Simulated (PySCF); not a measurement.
Species: C₂H₈SeSi.
InChI=1S/C2H8SeSi/c1-2-4-3/h3H,2,4H2,1H3

Torsions of this conformer, `[CH3:1][CH2:2][SiH2:3][SeH:4]`: C1–C2–Si3–Se4 179°, H–Se4–Si3–C2 -65°.

The closed-shell ground state was solved at several levels (PySCF, density fitting, gas phase). The structure is a single PBE0-D3(BJ)/def2-SVP conformer in the gas phase; no vibrational or solvent corrections. Relativistic effects, spin–orbit coupling among them, are left out although an element past zinc is present.

```csv
level,basis functions,total energy (Eh),HOMO (eV),LUMO (eV),gap (eV),dipole (D)
PBE0/pcSseg-1,139,-2771.3178,-6.89,0.28,7.17,1.78
wB97X-D/pcSseg-2,290,-2772.2337,-8.73,1.69,10.42,1.75
```

Estimate the row for CAM-B3LYP/def2-SVPD, a basis of 169 functions; the other rows only guide the guess.

Total energy -2771.7403 Eh, HOMO -8.16 eV, LUMO 0.68 eV, gap 8.84 eV, dipole 1.74 D.

Over all these levels, which gives the widest orbital gap and which the narrowest?

wB97X-D/pcSseg-2 (range-separated hybrid) has the widest, 10.42 eV, and PBE0/pcSseg-1 (global hybrid, 25 % exact exchange) the narrowest, 7.17 eV. Functional and basis both differ between the two, so the spread mixes both effects.

How far do the dipole and the HOMO energy spread over the levels?

The dipole runs from 1.74 to 1.78 D (mean 1.75 D) and the HOMO from -8.73 to -6.89 eV.

Note: wB97X-D ran without an empirical dispersion term, which enters the total energy and its gradient alone.
